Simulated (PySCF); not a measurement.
# Correlation energy of Kr (krypton, neutral)

[Kr], closed-shell 1S. All numbers are calculated (PySCF 2.14, the non-relativistic Hamiltonian (point nucleus), in pcseg-2). Frozen: [Ar] 3d10; 8 electrons correlated.

MP2 pair energies summed by pair of shells (mhartree):

| pair | energy | share (%) |
| --- | --- | --- |
| 4p-4p | -124.28 | 72.8 |
| 4s-4p | -39.07 | 22.9 |
| 4s-4s | -7.33 | 4.3 |

Total MP2 correlation energy: -170.67 mhartree.

Same-spin part -42.66 and opposite-spin part -128.01 mhartree; SCS-MP2 scales them by 1/3 and 6/5 to -167.83 mhartree.

```csv
level,correlation energy (mhartree)
CCSD,-186.43
(T),-5.38
CCSD(T),-191.81
```

Diagnostics: T1 = 0.0018, D1 = 0.0049, largest double amplitude 0.045.

Cost of the coupled-cluster step: 0.15 s of wall time on 1 thread of Neoverse-V1 (shared host), for 8 correlated electrons.
